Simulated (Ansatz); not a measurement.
Potential energy curve for Ga₂, triplet.

- ROHF/aug-cc-pVDZ (Ansatz, a quantum-chemistry and plane-wave program)
- ROMP2 = MP2 on ROHF/aug-cc-pVDZ, cores with 3d frozen (Ansatz)
- ROCCSD = CCSD on ROHF/aug-cc-pVDZ, cores with 3d frozen run with Ansatz
- ROCCSD(T) = CCSD(T) on ROHF/aug-cc-pVDZ, cores with 3d frozen (Ansatz)
- UHF/aug-cc-pVDZ (Ansatz)
- UMP2 = MP2 on UHF/aug-cc-pVDZ, cores with 3d frozen (Ansatz)
- UCCSD = CCSD on UHF/aug-cc-pVDZ, cores with 3d frozen run with Ansatz
- UCCSD(T) = CCSD(T) on UHF/aug-cc-pVDZ, cores with 3d frozen (Ansatz)
- ROCCSDT = CCSDT on ROHF/aug-cc-pVDZ, cores with 3d frozen (Ansatz)
- UCCSDT = CCSDT on UHF/aug-cc-pVDZ, cores with 3d frozen in Ansatz
- UCCSDT(Q) = CCSDT(Q) on UHF/aug-cc-pVDZ, cores with 3d frozen run with Ansatz
- UKS-CAM-B3LYP = unrestricted CAM-B3LYP/aug-cc-pVDZ run with Ansatz
- UKS-PBE = Ansatz with unrestricted PBE/aug-cc-pVDZ
- FCI = full CI/aug-cc-pVDZ, cores with 3d frozen in Ansatz

All curves are set to zero at 2.80 Å and compared with full CI in the same basis at 2.80, 2.86, 3.01, 3.09, 3.31, 3.70, 4.09, 4.53, 4.94, 5.31, 5.90, 6.58, 7.37, 7.93 Å.

Problem. Order the methods by the spread of their error (largest minus smallest) over these points.

Solution. UCCSDT(Q) has the smallest spread and UHF the largest. In order (kcal/mol): UCCSDT(Q) 0.48, ROCCSDT 0.65, UCCSDT 0.84, ROCCSD(T) 2.72, UCCSD(T) 2.94, ROCCSD 3.87, UCCSD 4.12, UKS-CAM-B3LYP 4.29, ROMP2 5.07, UMP2 5.62, UKS-PBE 8.40, ROHF 10.48, UHF 11.48.

Errors against full CI at some of the points (kcal/mol):

```
method         3.31 Å  4.09 Å  5.31 Å  7.37 Å  7.93 Å
-------------  ------  ------  ------  ------  ------
UCCSDT(Q)         0.1     0.2     0.5     0.0     0.0
ROCCSDT           0.0     0.4     0.4    -0.1    -0.1
UCCSDT            0.1     0.6     0.5    -0.1    -0.1
ROCCSD(T)         0.3     2.1     0.3    -0.6    -0.6
UCCSD(T)          0.5     2.4     0.3    -0.6    -0.6
ROCCSD            0.5     1.4    -1.3    -2.2    -2.3
UCCSD             0.7     1.6    -1.3    -2.2    -2.2
UKS-CAM-B3LYP     2.2     4.3     1.6     0.6     0.5
ROMP2             2.0     3.6     0.4    -0.4    -0.4
UMP2              2.9     3.3    -0.1    -1.0    -1.1
UKS-PBE           0.0     1.0     5.4     8.4     8.4
ROHF              0.5    -3.8    -8.7   -10.0   -10.0
UHF               0.8    -4.1    -9.3   -10.6   -10.7
```

The scan ran from 2.17 to 7.93 Å; beyond the distances shown full CI changes its symmetry label. The T1 diagnostic of CCSD on the restricted reference of ROMP2, ROCCSD, ROCCSD(T), ROCCSDT exceeds 0.045 at 3.70 to 4.09 Å.
